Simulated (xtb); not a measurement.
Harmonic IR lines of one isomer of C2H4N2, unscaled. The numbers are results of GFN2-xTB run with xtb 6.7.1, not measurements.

wavenumber (cm⁻¹): 315 (m), 554 (s), 1095 (s), 1121 (vs), 1323 (s), 1714 (vs), 2990 (s), 3297 (m)

**Question.** Name which structure gives these lines.
(A) `NC#CN`
(B) `[H]/N=C\N=C`
(C) `CNC#N`
(D) `[H]/N=C\C=N/[H]`

**Answer.** D, `[H]/N=C\C=N/[H]`
